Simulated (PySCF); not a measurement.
C2H7ClSSi.

```xyz
12

C     -1.3880    -0.1689    -1.5515
Si    -0.3518    -0.0372     0.0000
C     -1.3880    -0.1689     1.5515
S      0.8540     1.7583     0.0000
Cl     1.0446    -1.5884     0.0000
H     -2.1138     0.6595    -1.6017
H     -0.7501    -0.1244    -2.4468
H     -1.9465    -1.1190    -1.5633
H     -0.7501    -0.1244     2.4468
H     -1.9465    -1.1190     1.5633
H     -2.1138     0.6595     1.6017
H     -0.2205     2.5843     0.0000
```
Charge 0, spin multiplicity 1.

Geometry: B3LYP-D3(BJ)/def2-SVP. One conformer was computed; it need not be the lowest.

Computed with PySCF with PBE/pcSseg-1. Non-relativistic, no solvent.

Task: Give the absolute GIAO shielding of each atom: isotropic value and principal components (ppm). (The exact figures need the calculation; the answer reports its results.)

Result: 
```csv
atom,σ(iso),σ11,σ22,σ33,span
C1,168.9,158.7,163.8,184.2,25.5
Si2,277.3,250.4,285.4,296.1,45.7
C3,168.9,158.7,163.8,184.2,25.5
S4,655.4,576.4,592.1,797.7,221.3
Cl5,885.8,826.3,853.7,977.4,151.0
H6,30.9,27.2,28.7,36.8,9.6
H7,30.4,26.8,28.3,36.0,9.2
H8,30.5,26.6,28.2,36.9,10.3
H9,30.4,26.8,28.3,36.0,9.2
H10,30.5,26.6,28.2,36.9,10.3
H11,30.9,27.2,28.7,36.8,9.6
H12,31.0,23.5,28.0,41.5,18.0
```
